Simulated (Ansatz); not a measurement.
`C=N[SiH](C)F` → `C[Si]F` + `C=N` at 700 K and 1 bar (silylene formation by 1,1-elimination).

Gas-phase electronic energies from Ansatz, PBE0-D4/def2-TZVP geometries. CBS: MP2 limit from def2 TZ/QZ plus the TZ coupled-cluster correction, frozen cores. This one scheme is used for every species. Each species was taken in one conformer, which may not be the lowest.

| species | CCSD(T)/CBS energy (Eh) | H − E (kJ/mol) | S (J/(mol·K)) |
| --- | --- | --- | --- |
| `C=N[SiH](C)F` | -523.36588 | 287.0 | 459.1 |
| `C[Si]F` | -428.74649 | 145.4 | 354.0 |
| `C=N` | -94.52360 | 135.6 | 268.6 |

H − E and S are ideal-gas, rigid-rotor, harmonic terms from PBE0-D4/def2-TZVP, for one conformer and one mirror image of each species. 1 Eh = 2625.50 kJ/mol, R = 8.31446 J/(mol·K).

Q: By hand: ΔE, ΔH, ΔS and ΔG.

A: ΔE = (-428.74649) + (-94.52360) − (-523.36588) = 0.09579 Eh = 251.5 kJ/mol. Δ(H − E) = 145.4 + 135.6 − 287.0 = -6.0, so ΔH = 245.5 kJ/mol. ΔS = 354.0 + 268.6 − 459.1 = 163.5 J/(mol·K). ΔG = 245.5 − 700 × (163.5)/1000 = 131.1 kJ/mol.

Q: By hand: the equilibrium constant, and the temperature at which ΔG would vanish if ΔH and ΔS stayed fixed.

A: log₁₀ K = −ΔG/(RT ln 10) = -9.8. ΔG = 0 at ΔH/ΔS = 1502 K.

The number of gas molecules changes by +1, which sets the sign of ΔS. A doubt of 5 kJ/mol in ΔE shifts log₁₀ K by 0.4 here. Other conformers and mirror images would add mixing entropy, several J/(mol·K) or more a flexible species. These are equilibria of isolated gas molecules and say nothing of rates. Largest T1 diagnostic: 0.014 (customary marks: 0.02 for closed shells, 0.045 for open ones).
